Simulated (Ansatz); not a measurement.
Consider the silylene loss: `CNB(F)[SiH3]` → `CNBF` + `[SiH2]`.

Program: Ansatz. Geometries: PBE0-D4/def2-TZVP. ΔE: electronic, gas phase. CCSD(T)/CBS is the MP2 limit (def2-TZVPP, def2-QZVPP) plus CCSD(T) − MP2 in def2-TZVPP, frozen cores. This one scheme is used for every species. DFT in def2-TZVPP. B3LYP here is the variant with VWN-RPA as its local correlation; programs differ in this. Each species was taken in one conformer, which may not be the lowest.

`CNB(F)[SiH3]`:

Cartesian coordinates in Å:
```
C -1.547 -0.114 -0.816
N -0.724 0.963 -0.323
B 0.508 0.892 0.317
F 1.069 2.065 0.678
Si 1.553 -0.791 0.766
H -1.062 -1.068 -0.614
H -2.527 -0.124 -0.329
H -1.703 -0.036 -1.896
H -1.108 1.886 -0.471
H 0.887 -2.050 0.325
H 1.760 -0.882 2.239
H 2.896 -0.742 0.123
```

`CNBF`:

Z-matrix (Å, degrees):
```
C
N 1 1.443
H 1 1.094 2 111.7
H 1 1.090 2 109.1 3 119.3
H 1 1.094 2 111.7 3 -121.4
B 2 1.388 1 126.0 3 -119.3
H 2 1.009 1 115.3 3 60.7
F 6 1.340 2 119.2 1 -180.0
H 6 1.197 2 121.7 1 0.0
```

`[SiH2]`:

```xyz
3

Si   -0.222   -0.306   -0.603
H    -0.525   -0.519    0.877
H     0.748    0.825   -0.274
```

```json
{"level": "PBE0-D4", "ΔE (kJ/mol)": "230.6", "difference from CCSD(T)/CBS": "17.9"}
{"level": "B3LYP-D4", "ΔE (kJ/mol)": "210.1", "difference from CCSD(T)/CBS": "-2.6"}
{"level": "ωB97M-V", "ΔE (kJ/mol)": "206.7", "difference from CCSD(T)/CBS": "-6.0"}
{"level": "B2PLYP", "ΔE (kJ/mol)": "205.9", "difference from CCSD(T)/CBS": "-6.8"}
{"level": "PBE", "ΔE (kJ/mol)": "218.8", "difference from CCSD(T)/CBS": "6.1"}
{"level": "r2SCAN", "ΔE (kJ/mol)": "233.8", "difference from CCSD(T)/CBS": "21.1"}
{"level": "PBE0", "ΔE (kJ/mol)": "223.3", "difference from CCSD(T)/CBS": "10.6"}
{"level": "B3LYP", "ΔE (kJ/mol)": "196.8", "difference from CCSD(T)/CBS": "-15.9"}
{"level": "HF/def2-TZVPP", "ΔE (kJ/mol)": "183.0", "difference from CCSD(T)/CBS": "-29.7"}
{"level": "SCS-MP2/def2-TZVPP", "ΔE (kJ/mol)": "208.2", "difference from CCSD(T)/CBS": "-4.5"}
{"level": "HF/def2-QZVPP", "ΔE (kJ/mol)": "183.1", "difference from CCSD(T)/CBS": "-29.6"}
{"level": "MP2/def2-QZVPP", "ΔE (kJ/mol)": "223.5", "difference from CCSD(T)/CBS": "10.8"}
{"level": "SCS-MP2/def2-QZVPP", "ΔE (kJ/mol)": "211.8", "difference from CCSD(T)/CBS": "-0.9"}
{"level": "HF/CBS(def2)", "ΔE (kJ/mol)": "183.1", "difference from CCSD(T)/CBS": "-29.6"}
{"level": "MP2/CBS(def2)", "ΔE (kJ/mol)": "226.1", "difference from CCSD(T)/CBS": "13.4"}
{"level": "CCSD/CBS(def2)", "ΔE (kJ/mol)": "206.6", "difference from CCSD(T)/CBS": "-6.1"}
{"level": "CCSD(T)/CBS", "ΔE (kJ/mol)": "212.7", "difference from CCSD(T)/CBS": "0"}
```

Largest T1 diagnostic among the species: 0.014.

From PBE to PBE0 (25 % exact exchange), in def2-TZVPP and without D4, ΔE moves by +4.5 kJ/mol. In def2-TZVPP, CCSD(T) changes the Hartree–Fock value by +23.7 kJ/mol (the triples alone add +6.1 kJ/mol) and MP2 by +37.1 kJ/mol. The D4 term adds +13.3 kJ/mol with B3LYP and +7.3 kJ/mol with PBE0; it sums over pairs of atoms, weighted by their polarisabilities, and B3LYP, whose exchange is more repulsive, gets the larger term.
